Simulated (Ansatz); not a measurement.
Calculated with Ansatz (gas phase, PBE0-D4/def2-TZVP geometries, no zero-point term in ΔE). CCSD(T)/CBS adds triple-zeta CCSD(T) − MP2 to the extrapolated MP2 energy (def2 sets, frozen cores). This one scheme is used for every species. For Ge outer-core shells are correlated without core-valence functions, which leaves a few kJ/mol of doubt a bond. Scalar relativity is left out up to krypton.

Reaction (hydrogenolysis of a C–B bond): `B[CH](F)[GeH3]` + H₂ → `F[CH2][GeH3]` + BH₃

| species | CCSD(T)/CBS(def2) energy (Eh) |
| --- | --- |
| `B[CH](F)[GeH3]` | -2242.31513 |
| H₂ | -1.17544 |
| `F[CH2][GeH3]` | -2216.93494 |
| BH₃ | -26.55200 |

**Question.** Work out ΔE.

**Answer.** ΔE = (-2216.93494) + (-26.55200) − (-2242.31513) − (-1.17544) = 0.00363 Eh = +0.10 eV.

Largest T1 diagnostic among the species: 0.012.

In def2-TZVPP, CCSD(T) changes the Hartree–Fock value by +0.45 eV (the triples alone add +0.09 eV) and MP2 by +0.50 eV. The D4 term adds +0.09 eV with B3LYP and +0.05 eV with PBE0; it sums over pairs of atoms, weighted by their polarisabilities, and B3LYP, whose exchange is more repulsive, gets the larger term. From PBE to PBE0 (25 % exact exchange), in def2-TZVPP and without D4, ΔE moves by −0.11 eV.

B3LYP here is the variant with VWN-RPA as its local correlation; programs differ in this.
